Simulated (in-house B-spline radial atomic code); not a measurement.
Atomic self-consistent-field run: neutral bromine. Method: non-relativistic Hartree-Fock, average of configuration, point nucleus, inside a hard spherical wall at 1.31 bohr. Calculated with an all-electron radial atomic-structure program (B-spline basis).

Command:
```bash
python run_scf.py task.json out
```
Settings:
```
Z                35
configuration    [Ar] 3d9 4s2 4p5 4f1
hamiltonian      nr
method           hf
spin_polarised   False
wall_radius      1.31
```

Output (hartree, bohr):
```
 radial grid: 37 intervals, B-splines of order 8, outer radius 1.31 bohr

 iter        energy (Eh)    residual
    1      -2503.6011691    4.47e-01
    2      -2504.6153409    9.84e-02
    3      -2504.6876889    3.16e-02
    4      -2504.6941938    1.06e-02
    5      -2504.6947824    3.09e-03
    6      -2504.6948805    1.75e-04
    7      -2504.6948808    1.35e-05
    8      -2504.6948808    2.43e-07

 total energy                    -2504.694881
 kinetic                           2745.04887
 electron-nucleus                 -6415.53376
 electron-electron                 1165.79001

 orbital      occ     eigenvalue          <r>       <r^2>       <1/r>     <1/r^3>       r_max
 1s         2.000     -483.00898    0.0436934  0.00255717     34.4888           -     0.02887
 2s         2.000      -59.21104     0.193871   0.0442846     7.64655           -       0.163
 2p         6.000      -52.40325      0.16795   0.0344941     7.59353     1249.85      0.1296
 3s         2.000       -5.31053     0.560673    0.356373      2.5023           -      0.4997
 3p         6.000       -2.84266     0.568382    0.369512     2.36835     170.406      0.4982
 3d         9.000        1.59763     0.559698    0.363277     2.16208     22.0479      0.4566
 4s         2.000        8.04269     0.799177    0.724491     1.90606           -      0.9555
 4p         5.000        9.32378     0.778281    0.700264      1.9386     155.216      0.9601
 4f         1.000       10.54868     0.828063    0.722395      1.2906     2.87778      0.8638
```

Time taken, with all properties: 0.09 s on 1 thread of Arm Neoverse V1 (shared host).
